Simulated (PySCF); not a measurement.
Isomers of CH6ClFSi2.

All values: B3LYP/def2-SVPD (PySCF) at GFN2-xTB geometries, gas phase, one conformer each. Core orbitals are frozen in the response; Δα² is half the sum of the squared differences of the principal polarisabilities.

(1) Rank by dipole moment, highest first.
A. `[F:1][Si@H:2]([Cl:3])[CH2:4][SiH3:5]` with F1–Si2–C4–Si5 54°
B. `[F:1][SiH2:2][CH2:3][SiH2:4][Cl:5]` with F1–Si2–C3–Si4 51°, Si2–C3–Si4–Cl5 177°
C. `[F:1][CH2:2][Si@H:3]([SiH3:4])[Cl:5]` with F1–C2–Si3–Si4 -57°
D. `[F:1][SiH2:2][SiH2:3][CH2:4][Cl:5]` with F1–Si2–Si3–C4 55°, Si2–Si3–C4–Cl5 177°

(2) Rank by mean static polarisability, highest first.
A. `[F:1][SiH2:2][CH2:3][SiH2:4][Cl:5]` with F1–Si2–C3–Si4 51°, Si2–C3–Si4–Cl5 177°
B. `[F:1][SiH2:2][SiH2:3][CH2:4][Cl:5]` with F1–Si2–Si3–C4 55°, Si2–Si3–C4–Cl5 177°
C. `[F:1][Si@@H:2]([SiH3:3])[CH2:4][Cl:5]` with F1–Si2–C4–Cl5 -175°

## Answers

(1) A (2.18 D), B (1.76 D), D (1.56 D), C (0.40 D).

(2) B (12.36 Å³), C (12.09 Å³), A (11.47 Å³).

All values together:

```csv
SMILES,μ (D),HOMO (eV),LUMO (eV),α (Å³),Δα (Å³)
F[Si@@H]([SiH3])CCl,0.29,-8.06,-1.01,12.09,2.67
F[SiH2]C[SiH2]Cl,1.76,-8.50,-0.55,11.47,4.24
F[SiH2][SiH2]CCl,1.56,-7.89,-1.31,12.36,5.66
FC[Si@H]([SiH3])Cl,0.40,-8.13,-0.93,12.43,2.93
F[Si@H](Cl)C[SiH3],2.18,-8.68,-0.02,11.43,2.77
```

Conformers: `[F:1][Si@@H:2]([SiH3:3])[CH2:4][Cl:5]` with F1–Si2–C4–Cl5 -175°; `[F:1][SiH2:2][CH2:3][SiH2:4][Cl:5]` with F1–Si2–C3–Si4 51°, Si2–C3–Si4–Cl5 177°; `[F:1][SiH2:2][SiH2:3][CH2:4][Cl:5]` with F1–Si2–Si3–C4 55°, Si2–Si3–C4–Cl5 177°; `[F:1][CH2:2][Si@H:3]([SiH3:4])[Cl:5]` with F1–C2–Si3–Si4 -57°; `[F:1][Si@H:2]([Cl:3])[CH2:4][SiH3:5]` with F1–Si2–C4–Si5 54°.
